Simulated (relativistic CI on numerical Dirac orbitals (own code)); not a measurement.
# Sensitivity of the levels of Rh29+ to α and to the nuclear radius

Calculated at this level of theory: Dirac-Coulomb-Breit CI, KLI orbitals optimised for each configuration, derivatives by finite differences, unscaled Slater integrals, QED left out (own radial code, finite nucleus).

CI space (outside the closed core [Ne]): 3s2 3p4, 3s 3p5, 3s2 3p3 3d, 3p6, 3s 3p4 3d, 3p5 3d, 3p4 3d2, 3p3 3d3. Double excitations out of closed p, d and f shells are left out; levels of such configurations are missing from the list, as are those of other unlisted configurations, and high levels can miss mixing partners.

With x = (α/α₀)² − 1 an excitation energy changes as ω = ω₀ + qx; K = 2q/ω₀ is the relative enhancement. Terms are leading LS components, so labels can repeat. The field-shift factor is F = δν/δ⟨r²⟩ for the transition from the lowest level.

Lowest level 3s2 3p4 3P_2.

```
           Level  ω₀ (cm⁻¹)  q (cm⁻¹)       K  F (GHz/fm²)
    3s2 3p4 3P_0      86516     15250   0.353        -1.26
    3s2 3p4 3P_1     247899    281900    2.27        -5.36
    3s2 3p4 1D_2     297042    278000    1.87        -5.26
    3s2 3p4 1S_0     587804    551500    1.88        -13.6
    3s 3p5 3P°_2     908665    266700   0.587         -211
    3s 3p5 3P°_1     955552    172800   0.362         -116
3s2 3p3 3d 3F°_2     990163     42970  0.0868        -6.63
3s2 3p3 3d 5D°_3    1004080     50230     0.1         3.09
3s2 3p3 3d 5D°_0    1004142     65760   0.131        -1.98
3s2 3p3 3d 5D°_4    1051806    101400   0.193         3.25
3s2 3p3 3d 5D°_1    1070138    231700   0.433        -99.8
3s2 3p3 3d 5D°_2    1104874    175300   0.317        -26.2
3s2 3p3 3d 3G°_3    1155047    125100   0.217         2.53
```

At this charge energies of transitions that change n are usually good to better than 1 %, and those within a shell (Δn = 0) to a few per cent.
